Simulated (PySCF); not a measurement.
Species: C₆H₇ClN₂.
Bonds: C1–C2 (double), C2–C3, C3–N4, N4–C5 (aromatic), C5–C6 (aromatic), C6–Cl7, C6–C8 (aromatic), C8–N9 (aromatic), N4–N9 (aromatic). Hydrogens: H10, H11 on C1; H12 on C2; H13, H14 on C3; H15 on C5; H16 on C8.

Definitions: NICS(0) = −σiso at the ring centroid; NICS(1) = −σiso and NICS(1)zz = −σzz at ±1 Å along the ring normal z. Level: GIAO PBE0/pcSseg-1 (PySCF, non-relativistic, gas phase) on the GFN2-xTB geometry, one conformer.

Ring bond lengths (Å), with Mayer bond orders in brackets: N4–C5 1.347 (1.11), C5–C6 1.380 (1.36), C6–C8 1.402 (1.28), C8–N9 1.319 (1.52), N9–N4 1.325 (1.21).

Question: What do the NICS probes read (ppm)?

Answer: 
| ring | type | NICS(0) | NICS(1), two faces | NICS(1)zz, two faces | rms pucker (Å) | centre to ring atoms, mean (Å) |
| --- | --- | --- | --- | --- | --- | --- |
| N4–C5–C6–C8–N9 | 5-membered ring with 2 N; formal bonds all aromatic | -13.7 | -11.4 / -11.4 | -28.8 / -29.1 | 0.00 | 1.15 |

Question: What do they say, and how far can they be read as aromaticity?

Answer: 
- N4–C5–C6–C8–N9: mean NICS(1)zz -28.9 ppm, shielded, aromatic by this magnetic criterion (flat ring, no four-coordinate atom).

Question: How equal are the bonds by HOMA? HOMA takes Krygowski's 1993 parameters.

Answer: 
- N4–C5–C6–C8–N9: HOMA 0.97; the largest term is that of C6–C8, α(R − Ropt)² = 0.05. The geometric and the magnetic index point the same way.

Question: At the second NICS(1) probe listed for ring N4–C5–C6–C8–N9, 1 Å off the ring, what do the in-plane components average?

Answer: The isotropic value is a third of the trace: (3 × -11.4 − (-29.1))/2 = -2.6 ppm.

Question: What are the shieldings of the ring atoms and their hydrogens in the same run (means over atoms taken as equivalent)?

Answer: 
| atoms | environment | σ isotropic (ppm) |
| --- | --- | --- |
| N4 | pyrrole-type nitrogen | 32.8 |
| C5 | aromatic CH next to a ring nitrogen | 55.5 |
| C6 | aromatic C–Cl carbon | 62.8 |
| C8 | aromatic CH next to a ring nitrogen | 46.3 |
| N9 | pyridine-type nitrogen | -80.8 |
| H15 | aromatic hydrogen | 24.34 |
| H16 | aromatic hydrogen | 24.35 |

Conformer computed: `[CH2:1]=[CH:2][CH2:3][n:4]1[cH:5][c:6]([Cl:7])[cH:8][n:9]1`: C1–C2–C3–N4 127°, C2–C3–N4–C5 -63°.
